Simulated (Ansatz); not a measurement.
FH₅N₂Si, SMILES `N[SiH](N)F`. Total charge 0; spin multiplicity 1.

Cartesian coordinates in Å:
```
N 1.213 -0.090 0.773
Si -0.162 -0.511 -0.132
N -0.991 0.916 -0.512
F 0.435 -1.337 -1.369
H 2.009 -0.702 0.821
H 1.145 0.513 1.575
H -1.164 -1.421 0.471
H -1.968 0.907 -0.750
H -0.515 1.725 -0.877
```

(1) Give the diagnostics of a CCSD(T)/def2-TZVPP run (frozen core, Ansatz). (Best estimate.)

## Answers

(1) Ansatz gave: T1 = 0.0103, largest single amplitude 0.012, largest double 0.018, (T) share of the correlation energy 3.2 %, 9 CCSD cycles. The RHF solution is stable towards an unrestricted one. T1 lies under the customary mark of 0.02 for closed shells.
